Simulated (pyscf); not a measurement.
Structures and frequencies: ωB97X-D3(BJ)/def2-SVP in PySCF. Correlated levels are frozen-core, on RHF or UHF. ΔMP2 is the change of the MP2 total energy from the triple- to the quadruple-zeta basis.

SMILES: O[SiH2][AsH2]
```xyz
8

O      0.4450     0.8454     0.8246
Si    -0.0564    -0.6648     0.3149
As    -1.1279    -1.6230     2.1610
H      0.8585     1.4160     0.1687
H      1.0967    -1.5402    -0.0583
H     -0.9463    -0.5542    -0.8809
H     -1.5678    -2.8173     1.3267
H     -2.4200    -0.8673     1.9015
```

Question: How much does it cost (ΔH, 298 K, CCSD(T)/def2-TZVPP + ΔMP2(QZVPP)) to split HO–SiH₂–AsH₂ at its As–Si bond into HO–SiH₂• + AsH₂•?

Answer: As–Si to HO–SiH₂• + AsH₂•: 281.1 kJ/mol. Other isomers of HO–SiH₂• were not searched in full and may lie lower. The CCSD(T) − MP2 part came from Ansatz, without density fitting, on the same reference. The frozen core leaves the outer d or s,p core shells of the metals and heavy elements correlated in the MP2 and CC values, and def2-TZVPP describes them poorly, which can shift differences by a few kcal/mol. Elements up to Kr have no core potential and no relativistic terms here.
